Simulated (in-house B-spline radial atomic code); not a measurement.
Results of a calculation; reference values are marked as such.
Ghost states of the separable form: Rh

Rh, [Kr] 4d8 5s1, non-relativistic LDA (VWN5), spherical and spin-unpolarised, from a B-spline radial code for spherical atoms (atomic units; all potentials screened as in the neutral atom).

Troullier-Martins channels: 5s (ε = -0.1546, r_c = 2.416 bohr), 4d (ε = -0.2394, r_c = 0.987 bohr). In the Kleinman-Bylander form one channel serves as the local potential, and each other channel l becomes |δV u><u δV|/<u|δV|u>, with δV = V_l − V_local and u the pseudo-orbital. Its strength is E_KB = <u|δV²|u>/<u|δV|u>. By the analysis of Gonze, Stumpf and Scheffler a spurious state lies below the reference level ε if E_KB > 0 and ε is above the second level of the local potential alone, or if E_KB < 0 and ε is above its first. The table's levels are those of angular momentum l in a sphere of 9 bohr, whose wall can lift a shallow ε a little above its free-atom value.

| local | channel | <u δV u> | <u δV² u> | ε | first local level | second local level |
| --- | --- | --- | --- | --- | --- | --- |
| s | d | -3.352 | 22.944 | -0.2394 | 0.0966 | 0.3406 |
| d | s | 0.18056 | 0.69969 | -0.1535 | -10.2456 | -1.7851 |

**Question.** Apply the rule to each row.

**Answer.** Local s, channel d: E_KB = -6.84, so ε = -0.2394 is set against 0.0966: no ghost. Local d, channel s: E_KB = +3.88, so ε = -0.1535 is set against -1.7851: a ghost.

Diagonalising the separable Hamiltonian gives:

| local | channel | three lowest levels | all-electron, two lowest valence levels |
| --- | --- | --- | --- |
| s | d | -0.2394, 0.1224, 0.4162 | -0.2394, 0.1207 |
| d | s | -8.8351, -0.1535, 0.1138 | -0.1535, 0.1155 |

**Question.** Which choices of local channel are safe?

**Answer.** Free of ghosts: s. With d local the s channel has a ghost 8.68 hartree below ε, since the local potential binds more than one state below ε, and a repulsive term of rank one raises each level at most to the next, so it clears only one of them. Among the safe choices the second level, which tests transfer, is off by at most 1.7 millihartree (s local).
